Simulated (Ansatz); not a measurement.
CH$_{6}$BNSSi (`BSC(=N)[SiH3]`). The species carries charge 0 and has multiplicity 1. All single points use the PBE0-D4/def2-TZVP geometry. It is one conformer, not always the lowest.

```xyz
11

B    -1.195    1.715   -0.330
S    -1.047    0.316   -1.386
C     0.100   -0.825   -0.599
N     0.384   -1.923   -1.156
Si    0.934   -0.457    1.071
H    -1.926    2.575   -0.709
H    -0.599    1.792    0.697
H    -0.098   -2.059   -2.050
H    -0.095   -0.286    2.127
H     1.792   -1.626    1.365
H     1.750    0.778    0.971
```

Q: What is the dipole moment at PBE/def2-TZVPP? (Estimate.)

A: Computed: 0.61 D, with components (-0.33, 0.51, -0.06) D in this frame, pointing from negative to positive charge.

Q: And with r2SCAN, B3LYP, ωB97M-V? (Estimate.)

A: The calculation gave: r2SCAN 0.73 D, B3LYP 0.81 D, ωB97M-V 0.85 D.

Q: Give the Mulliken charges with PBE, r2SCAN, ωB97M-V in def2-TZVPP. (Estimate.)

A: The calculation gave: 
```tsv
atom	PBE	r2SCAN	ωB97M-V
B1	-0.10	-0.07	-0.21
S2	-0.05	-0.06	-0.02
C3	0.01	0.05	-0.01
N4	-0.19	-0.26	-0.20
Si5	0.21	0.29	0.15
H6	0.04	0.02	0.09
H7	0.04	0.03	0.09
H8	0.15	0.15	0.12
H9	-0.04	-0.05	-0.01
H10	-0.03	-0.05	0.01
H11	-0.04	-0.05	-0.01
```

B3LYP here is the variant with VWN-RPA as its local correlation; programs differ in this.
